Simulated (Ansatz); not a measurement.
Total energies of `C[BH][Al]([OH])[InH2]`.

Cartesian coordinates in Å:
```
C 0.8306 -2.1267 0.6249
B -0.4535 -1.2865 0.3591
Al -0.5296 0.5892 -0.6712
O -0.9440 0.6897 -2.3302
In -0.0400 3.0319 0.3132
H 1.6921 -1.9436 -0.0194
H 0.6525 -3.2025 0.7113
H 1.1285 -1.8079 1.6409
H -1.4584 -1.6904 0.8911
H -1.1606 -0.0758 -2.8610
H -1.2590 4.0602 1.0119
H 1.5414 3.7623 0.3295
```

Total charge 0; spin multiplicity 1. Correlated methods include outer-core shells of In, which these sets cover unevenly. In takes the def2 core potential. All single points use the PBE0-D4/def2-TZVP geometry. It is one conformer, not always the lowest. Basis def2-TZVPP, Ansatz 0.2.0.

RPA on PBE orbitals: Hartree–Fock energy of these orbitals -572.63017 Eh, correlation -1.43899 Eh (frozen core).

```json
{"functional": "LDA (SPW92)", "energy without D4 (Eh)": "-572.41833", "D4 term (kJ/mol)": "–"}
{"functional": "revPBE", "energy without D4 (Eh)": "-574.98063", "D4 term (kJ/mol)": "-55.4"}
{"functional": "BLYP", "energy without D4 (Eh)": "-574.93209", "D4 term (kJ/mol)": "-44.4"}
{"functional": "PBE0", "energy without D4 (Eh)": "-574.74325", "D4 term (kJ/mol)": "-18.3"}
{"functional": "r2SCANh", "energy without D4 (Eh)": "-574.96700", "D4 term (kJ/mol)": "-5.8"}
{"functional": "HSE06 (plane-wave form)", "energy without D4 (Eh)": "-574.72738", "D4 term (kJ/mol)": "-17.3"}
{"functional": "BHLYP", "energy without D4 (Eh)": "-574.87527", "D4 term (kJ/mol)": "-29.8"}
{"functional": "CAM-B3LYP", "energy without D4 (Eh)": "-574.94493", "D4 term (kJ/mol)": "-19.1"}
{"functional": "ωB97M-V", "energy without D4 (Eh)": "-574.88786", "D4 term (kJ/mol)": "–"}
{"functional": "B2PLYP", "energy without D4 (Eh)": "-574.57858", "D4 term (kJ/mol)": "–"}
```

Task: Give the same for PBE, r2SCAN, B97M-V, B3LYP, r2SCAN0, LC-ωPBE, ωB97X-V, PBE-QIDH. (Estimate.)

Result: The calculation gave: 
```tsv
functional	energy without D4 (Eh)	D4 term (kJ/mol)
PBE	-574.70355	-21.1
r2SCAN	-574.98893	-5.4
B97M-V	-574.96424	–
B3LYP	-575.13374	-34.1
r2SCAN0	-574.93559	-6.5
LC-ωPBE	-574.88443	–
ωB97X-V	-574.92493	–
PBE-QIDH	-574.42804	–
```

B3LYP takes the VWN-RPA correlation (the form of Gaussian; ORCA's B3LYP/G). HSE06 is the plane-wave form, built on full-range PBE exchange. The double hybrids freeze the cores in their second-order part.

LC-ωPBE has ω = 0.4 bohr⁻¹.
